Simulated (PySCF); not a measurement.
C2H6F2O2Sn, SMILES [F][Sn]([O]CC)([OH])[F].

Coordinates come from a PBE0-D3(BJ)/def2-SVP optimisation. The def2 effective core potentials stand for the cores of Sn; spin–orbit coupling is left out. One conformer was computed; it need not be the lowest.

These are r2SCAN/def2-TZVP in PySCF values and carry that method's errors.

The molecule is in vacuum.

```json
{
  "total_energy": "-644.41980 hartree",
  "highest_occupied_level": "-7.38 eV",
  "lowest_empty_level": "-3.35 eV",
  "orbital_gap": "4.03 eV",
  "dipole_moment": "0.217 e·Å",
  "quadrupole, principal values (traceless, Buckingham form, about the centre of nuclear charge)": "-9.80, -6.89, 16.69 D·Å"
}
```
